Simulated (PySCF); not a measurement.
diethyl ether cation (C4H10O), SMILES CCOCC (connectivity only; charge and spin as stated), charge +1, multiplicity 2. Atoms are numbered in the order given.

```xyz
15

C     -0.2710     2.3082    -0.0405
C      0.6396     1.0472    -0.1630
O      0.0000     0.0000     0.5300
C     -0.6396    -1.0472    -0.1630
C      0.2710    -2.3082    -0.0405
H     -1.2151     2.1407    -0.5758
H     -0.4583     2.5498     1.0131
H      0.2972     3.1222    -0.5161
H      0.8128     0.7698    -1.2129
H      1.5725     1.2406     0.3923
H     -0.8128    -0.7698    -1.2129
H     -1.5725    -1.2406     0.3923
H     -0.2972    -3.1222    -0.5161
H      0.4583    -2.5498     1.0131
H      1.2151    -2.1407    -0.5758
```
Charge +1, spin multiplicity 2.

Coordinates come from a TPSSh-D3(BJ)/def2-SVP optimisation. The multiplicity is an assumed one; no other spin state was optimised. The values are those of a single conformer.

The numbers are results of M06-2X/def2-TZVP run with PySCF, not measurements.

ESP charges are fitted to the potential on shells at 1.4 to 2.0 van der Waals radii. Atomic charges (e):

| atom | Löwdin | ESP fit | Mulliken | Mulliken spin |
|---|---|---|---|---|
| C1 | -0.24 | -0.45 | -0.36 | 0.12 |
| C2 | -0.26 | -0.04 | -0.16 | 0.01 |
| O3 | 0.45 | (withheld) | 0.05 | 0.65 |
| C4 | -0.26 | -0.04 | -0.16 | 0.01 |
| C5 | -0.24 | -0.45 | -0.36 | 0.12 |
| H6 | 0.14 | (withheld) | 0.17 | 0.00 |
| H7 | 0.15 | (withheld) | 0.20 | 0.00 |
| H8 | 0.16 | (withheld) | 0.20 | 0.01 |
| H9 | 0.15 | (withheld) | 0.20 | 0.00 |
| H10 | 0.17 | (withheld) | 0.22 | 0.04 |
| H11 | 0.15 | (withheld) | 0.20 | 0.00 |
| H12 | 0.17 | (withheld) | 0.22 | 0.04 |
| H13 | 0.16 | (withheld) | 0.20 | 0.01 |
| H14 | 0.15 | (withheld) | 0.20 | 0.00 |
| H15 | 0.14 | (withheld) | 0.17 | 0.00 |

Q: Fill in the missing entries. (The exact figures need the calculation; the answer reports its results.)

A: 
- O3, ESP fit: 0.02
- H6, ESP fit: 0.19
- H7, ESP fit: 0.21
- H8, ESP fit: 0.21
- H9, ESP fit: 0.17
- H10, ESP fit: 0.20
- H11, ESP fit: 0.17
- H12, ESP fit: 0.20
- H13, ESP fit: 0.21
- H14, ESP fit: 0.21
- H15, ESP fit: 0.19

Computed Mayer and Wiberg (Löwdin basis) orders of the bonds:
| bond | Mayer | Wiberg |
|---|---|---|
| C1–C2 | 0.88 | 1.22 |
| C2–O3 | 0.93 | 1.45 |
| O3–C4 | 0.93 | 1.45 |
| C4–C5 | 0.88 | 1.22 |
| C1–H6 | 0.94 | 0.90 |
| C1–H7 | 0.95 | 0.90 |
| C1–H8 | 0.94 | 0.87 |
| C2–H9 | 0.95 | 0.87 |
| C2–H10 | 0.91 | 0.84 |
| C4–H11 | 0.95 | 0.87 |
| C4–H12 | 0.91 | 0.84 |
| C5–H13 | 0.94 | 0.87 |
| C5–H14 | 0.95 | 0.90 |
| C5–H15 | 0.94 | 0.90 |
